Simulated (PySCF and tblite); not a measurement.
The numbers below are computed, except where a source is named.
# Dynamics report: rearrangement

System: C6H7NSi, numbered as in [N:1]#[C:2][C:3]1=[CH:4][C@@H:5]([SiH3:6])[CH:7]=[CH:8]1.

Motion: shift of Si6 from C5 to C7. The path came from a restrained scan, a climbing-image band and a saddle search at GFN2-xTB; energies are PBE0/pcSseg-1 + D3(BJ)//B3LYP-D3(BJ)/def2-SVP, thermal terms GFN2-xTB. Rate constants are transition-state-theory values, counting equivalent paths, without tunnelling. Shieldings: GIAO at the same DFT level; methyl-like tops are averaged, other torsions stay as in the two minima; line shapes leave out couplings. Run with tblite and PySCF.

```tsv
point	symmetry	E(GFN2) kcal/mol	E(DFT) kcal/mol	ZPE change kcal/mol	lowest mode cm⁻¹	dipole D
start	C1	0.0	0.0	0.00	71	5.05
saddle	Cs	8.4	12.0	-0.10	256i	5.49
end	C1	0.0	0.0	0.00	71	5.05
```

```json
{
 "Electronic barrier": "12.0 kcal/mol",
 "Barrier with zero-point energy": "11.9 kcal/mol",
 "ΔH‡ (298 K)": "11.5 kcal/mol",
 "ΔS‡ (298 K, symmetry apart)": "-3.4 cal/(mol K)",
 "Paths": "1 equivalent path",
 "End point": "the same structure with atoms interchanged, or its mirror image",
 "Mean lifetime of the start against this motion at 298 K": "230 µs",
 "Cost": "3.5 min on 1 thread of Arm Neoverse V1, shared host (rough), peak memory 0.83 GiB, launched as `OMP_NUM_THREADS=1 python ens_run.py task.json out`"
}
```

```csv
T/K,ΔG‡ kcal/mol,k s⁻¹
150,12.1,7×10⁻⁶
200,12.2,0.18
250,12.3,83
298,12.5,4360
350,12.6,9.3×10⁴
400,12.8,8.4×10⁵
500,13.2,1.9×10⁷
```

ΔG and ΔG‡ leave out symmetry numbers and mirror images; rates count paths: 1 out.

Sites that the motion interchanges:

```json
{"nucleus": "¹³C", "site": "C5", "ppm": "134.4", "scale": "shielding σ"}
{"nucleus": "¹³C", "site": "C7", "ppm": "40.4", "scale": "shielding σ"}
{"nucleus": "¹³C", "site": "C4", "ppm": "28.8", "scale": "shielding σ"}
{"nucleus": "¹³C", "site": "C8", "ppm": "44.0", "scale": "shielding σ"}
{"nucleus": "¹H", "site": "H on C5", "ppm": "27.50", "scale": "shielding σ"}
{"nucleus": "¹H", "site": "H on C7", "ppm": "24.46", "scale": "shielding σ"}
{"nucleus": "¹H", "site": "H on C4", "ppm": "23.97", "scale": "shielding σ"}
{"nucleus": "¹H", "site": "H on C8", "ppm": "24.32", "scale": "shielding σ"}
```

```tsv
nucleus	sites	¹H MHz	spread Hz	coalescence K	k there s⁻¹
¹³C	C5 / C7	100	2364	301	5260
¹³C	C5 / C7	200	4728	312	1.1×10⁴
¹³C	C5 / C7	400	9457	323	2.1×10⁴
¹³C	C4 / C8	100	383	276	848
¹³C	C4 / C8	200	765	285	1710
¹³C	C4 / C8	400	1531	295	3400
¹H	H on C5 / H on C7	100	304	273	676
¹H	H on C5 / H on C7	200	608	282	1350
¹H	H on C5 / H on C7	400	1216	291	2710
¹H	H on C4 / H on C8	100	35	249	77
¹H	H on C4 / H on C8	200	70	257	156
¹H	H on C4 / H on C8	400	140	264	312
```
